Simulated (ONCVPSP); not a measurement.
## Logarithmic derivatives: Er (Z = 68), ONCV

| Item | Value |
| --- | --- |
| Element | Er (Z = 68) |
| Generator | ONCVPSP 4.0.1 |
| Type | optimised norm-conserving Vanderbilt (ONCV) |
| Functional | PBE |
| Relativity | scalar-relativistic |
| Frozen core | [Kr] 4d10 |
| Valence charge | 22 |
| Reference configuration | 4f12 5s2 5p6 6s1.5 6p0.5 |
| Partial waves | 5s+6s: rc 1.75 bohr, ncon 4, nbas 7, qcut 7.6 1/bohr, 2 projectors; 5p+6p: rc 2.30 bohr, ncon 4, nbas 8, qcut 5.3 1/bohr, 2 projectors; d scattering state at 0.36 Ha: rc 2.05 bohr, ncon 5, nbas 9, qcut 4.6 1/bohr, 3 projectors, debl 2.8 Ha; 4f: rc 0.90 bohr, ncon 4, nbas 9, qcut 20.2 1/bohr, 3 projectors, debl 1.4 Ha |
| Local potential | polynomial inside 0.70 bohr (lpopt 4, dvloc0 2 Ha) |
| Core correction | Teter function, fcfact 4.5, rcfact 1.6 |

In the d channel the program set the typed energies aside and used 0.050, 2.850, 5.650 Ha.

The phase is arctan(r·R′/R) of the radial function R(r), unwrapped; energies in Ha, scanned from -3 to 5 Ha. A pole is an energy at which the radial function vanishes at the test radius. The pseudo phase is shifted by a multiple of π to meet the all-electron one at the reference energy, and phase errors are pseudo minus all-electron; the curves can meet again beyond the range given. Levels narrower than the energy grid can be missing from the lists of poles. Where the grid stepped over a known ghost or core level, its pole and its step of π were put in at the level’s energy.

```csv
channel,radius (bohr),reference energy (Ha),"poles, all-electron","poles, pseudo",unbroken range about the reference energy with phases within 0.05 rad,phase error 1 Ha above the reference energy (rad)
s,1.78,-0.16,-1.22,-1.22,the whole range,-0.000
p,2.34,-0.05,"-0.74, 3.76","-0.74, -0.43, 3.76",above -0.4,+0.006
d,2.08,0.05,1.31,1.31,the whole range,-0.000
f,0.91,-0.14,2.23,2.23,the whole range,-0.000
```

Note: ghosts flagged at negative energy: s at -331.0 eV, p at -11.7 eV; GHOST(+) flagged for d at 320.7 eV. A true bound ghost makes a file unfit for plane-wave use.

Phases in the d channel:

```
E (Ha)  all-electron  pseudo
 -2.98         1.309   1.309
 -2.76         1.294   1.294
 -2.54         1.277   1.277
 -2.32         1.256   1.256
 -2.10         1.231   1.231
 -1.88         1.200   1.199
 -1.66         1.159   1.159
 -1.44         1.105   1.105
 -1.22         1.029   1.029
 -1.00         0.915   0.915
 -0.78         0.729   0.729
 -0.56         0.404   0.404
 -0.34        -0.117  -0.117
 -0.12        -0.662  -0.662
  0.10        -1.017  -1.017
  0.32        -1.221  -1.221
  0.54        -1.347  -1.347
  0.76        -1.433  -1.433
  0.98        -1.497  -1.497
  1.20        -1.548  -1.548
  1.42        -1.591  -1.591
  1.64        -1.632  -1.632
  1.86        -1.671  -1.671
  2.08        -1.713  -1.713
  2.30        -1.760  -1.760
  2.52        -1.817  -1.817
  2.74        -1.892  -1.892
  2.96        -2.000  -2.000
  3.18        -2.174  -2.174
  3.40        -2.489  -2.489
  3.62        -3.041  -3.041
  3.84        -3.652  -3.651
  4.06        -4.031  -4.031
  4.28        -4.235  -4.235
  4.50        -4.356  -4.356
  4.72        -4.434  -4.434
  4.94        -4.488  -4.488
```
